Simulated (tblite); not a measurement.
Species: C₆H₁₃NOSi.
SMILES with atom numbers: `[CH3:1][NH:2][C:3](=[O:4])/[CH:5]=[CH:6]/[SiH:7]([CH3:8])[CH3:9]` (hydrogens: H10, H11, H12 on C1; H13 on N2; H14 on C5; H15 on C6; H16 on Si7; H17, H18, H19 on C8; H20, H21, H22 on C9)

Structure optimised with GFN2-xTB, isolated species.

Task: What internal coordinates does the optimisation give?

Result: 
| bond | length (Å) |
| --- | --- |
| C1–N2 | 1.440 |
| N2–C3 | 1.359 |
| C3=O4 | 1.217 |
| C3–C5 | 1.483 |
| C5=C6 | 1.331 |
| C6–Si7 | 1.887 |
| Si7–C8, Si7–C9 | 1.903 |
| C1–H10, C1–H11, C1–H12 | 1.091 |
| N2–H13 | 1.007 |
| C5–H14 | 1.082 |
| C6–H15 | 1.084 |
| Si7–H16 | 1.475 |
| C8–H17 and 5 like bonds | 1.086 |

Bonds in one row agree within 0.01 Å and their mean is given. A selection of angles:
| angle | degrees |
| --- | --- |
| C1–N2–C3 | 122.6 |
| N2–C3–O4 | 122.5 |
| N2–C3–C5 | 113.9 |
| O4–C3–C5 | 123.6 |
| C3–C5–C6 | 121.4 |
| C5–C6–Si7 | 126.2 |
| C6–Si7–C8 | 107.9 |
| C6–Si7–C9 | 110.1 |
| C8–Si7–C9 | 110.3 |
| H13–N2–C1 | 117.7 |
| H13–N2–C3 | 119.6 |

Torsions: C1–N2–C3–O4 -2° (synperiplanar); N2–C3–C5–C6 -175° (antiperiplanar); C3–C5–C6–Si7 180° (antiperiplanar); C5–C6–Si7–C8 135° (anticlinal). The mirror-image conformer, all signs reversed, is as good.

The 2 C–C bonds span 1.331 Å (C5=C6, drawn double) to 1.483 Å (C3–C5, drawn single), a spread of 0.152 Å. The 2 C–N bonds span 1.359 Å (N2–C3, drawn single) to 1.440 Å (C1–N2, drawn single), a spread of 0.081 Å. Si7 (SiH silicon) is tetrahedral (angles from 107.9° to 110.3°). Of the pairs four or more bonds apart, O4···H10 is among the closest relative to their van der Waals radii: 2.32 Å, 85 % of the sum of Bondi's values. N2 (amide nitrogen) is planar (angles 122.6°, 119.6° and 117.7°, sum 359.9°, 0.02 Å off the plane of its three neighbours).

Point group: C1 (no symmetry element, even within 0.4 Å). Its GFN2-xTB frequencies are all real (lowest 19 cm⁻¹). One conformer, not necessarily the lowest. 3 starts were optimised and ended at 0.00, 1.04 and 1.35 kcal/mol (GFN2-xTB); the lowest of these is shown.

On one thread of an Intel Xeon at 2.50 GHz, shared host, this took 4.8 s. These figures are those of the optimisation.

All values are computed, not measured.
